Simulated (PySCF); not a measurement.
W(NH)(S)(Cl)(OH) (ClH2NOSW), SMILES [Cl][W]([OH])(=[S])=[NH], multiplicity 1. Geometry: PBE-D3(BJ)/def2-SVP. The spin state was assumed, not searched. The structure was generated by enumeration; whether it is a known compound was not checked. The def2 effective core potentials stand for the cores of W; spin–orbit coupling is left out. The values are those of a single conformer.

Problem. Give the equilibrium geometry at PBE-D3(BJ)/def2-SVP (PySCF confirms it by a frequency run) as Cartesian coordinates in Å. (An estimate is asked for; the answer gives what the named calculation found.)

Solution. Several could match; the one computed here: 
```xyz
7

W     -0.1014    -0.1545     0.0212
N     -0.5552    -1.1860    -1.3248
H     -0.3463    -1.8109    -2.1107
S      2.0328    -0.2803     0.2885
Cl    -0.6786     2.0013    -0.5314
O     -0.9539    -0.8090     1.5835
H     -1.6183    -1.5229     1.5661
```
